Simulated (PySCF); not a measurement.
C3H7B, SMILES C=CBC. Atoms are numbered in the order given.

```xyz
11

B     -0.7478     0.6285     0.0000
H     -1.8725     1.0842     0.0000
C      0.4419     1.6492     0.0000
H      1.4571     1.2246     0.0000
H      0.3441     2.3191     0.8748
H      0.3441     2.3191    -0.8748
C     -0.5902    -0.9195     0.0000
C      0.6010    -1.5477     0.0000
H     -1.4870    -1.5530     0.0000
H      0.6944    -2.6400     0.0000
H      1.5429    -0.9883     0.0000
```

Geometry optimised at B3LYP-D3(BJ)/def2-SVP. This is a generated structure with no PubChem entry under its InChIKey; it may be hypothetical. One conformer was computed; it need not be the lowest.

Method: PBE/def2-TZVP (PySCF).

The total energy comes out as -143.18398 hartree, the point group comes out as Cs and the highest occupied level is -7.16 eV. The lowest empty level is -2.75 eV. The orbital gap is 4.41 eV. The dipole moment is 0.99 D and the quadrupole, principal values (traceless, Buckingham form, about the centre of nuclear charge) is -1.28, -1.14, 2.42 D·Å. The mean static polarisability comes out as 53.7 bohr³ (7.96 Å³) and the polarisability, principal values is 37.4, 54.7, 69.1 bohr³.
